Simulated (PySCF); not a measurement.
System: C$_{3}$H$_{10}$GeN (charge -1, singlet). It need not be the lowest isomer of its formula. Whether it binds its extra electron was not tested at this geometry. SMILES: [CH3][Ge]([CH3])([NH-])[CH3]
Structure (B3LYP-D3(BJ)/def2-TZVP (Ansatz) minimum search):
```
Ge
N 1 1.7828
H 2 1.0238 1 108.75
C 1 1.9985 2 108.57 3 180.00
H 4 1.0923 1 109.73 2 -59.29
H 4 1.0923 5 108.05 1 -119.61
H 4 1.0937 5 108.80 6 -117.97
C 1 2.0302 2 119.17 3 -61.92
H 8 1.0928 1 109.54 2 -53.60
H 8 1.0939 9 108.00 1 -119.83
H 8 1.0955 9 108.82 10 -117.44
C 1 2.0302 2 119.17 3 61.92
H 12 1.0928 1 109.54 2 53.60
H 12 1.0939 13 108.00 1 119.83
H 12 1.0955 13 108.82 14 117.44
```
Charge -1, spin multiplicity 1.

Dispersion corrections to the total energy (kcal/mol) from the dftd3 and dftd4 libraries through PySCF: D3(BJ) without and D4 with the three-body term, each with the damping fitted for the functional named.

```tsv
functional	D3(BJ)	D4
HSE06	(withheld)	-6.50
LC-wPBE	-7.13	-9.00
PBE	-7.26	-8.12
revPBE	(withheld)	-23.38
r2SCAN	-2.20	-2.18
B2GP-PLYP	-5.30	-3.52
BHLYP	(withheld)	-9.85
```

Task: What belongs in the gaps?

Result: 
- HSE06, D3(BJ): -5.13
- revPBE, D3(BJ): -17.41
- BHLYP, D3(BJ): -10.20
